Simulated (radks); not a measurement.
The numbers below are computed, except where a source is named.
Task: The mean radii <r> (bohr) of the occupied orbitals of an atom or ion are listed with their occupations. Level of theory: scalar-relativistic Kohn-Sham, BLYP, spin-unpolarised, spherical densities, point nucleus (a radial shooting solver on a logarithmic mesh with Libxc functionals).

| orbital | occ. | <r> |
|---|---|---|
| 1s | 2 | 0.01743 |
| 2s | 2 | 0.07359 |
| 2p | 6 | 0.06623 |
| 3s | 2 | 0.1904 |
| 3p | 6 | 0.1913 |
| 3d | 10 | 0.1733 |
| 4s | 2 | 0.4232 |
| 4p | 6 | 0.4504 |
| 4d | 10 | 0.4781 |
| 5s | 1 | 0.9634 |
| 4f | 14 | 0.5313 |
| 5p | 6 | 1.100 |
| 5d | 5 | 1.434 |
| 6s | 1 | 2.215 |

Name the element and its charge.

Result: Z = 77, iridium, charge +4: Ir4+ in [Kr] 4d10 4f14 5s1 5p6 5d5 6s1. The 1s radius gives Z: for a bare nucleus <r> = (2 gamma + 1)/(2Z) with gamma = sqrt(1 - (Z/c)^2), 0.01724 bohr for Z = 77, and screening makes it slightly larger (0.01743 here). The occupations add up to 73, and the charge is Z minus that.
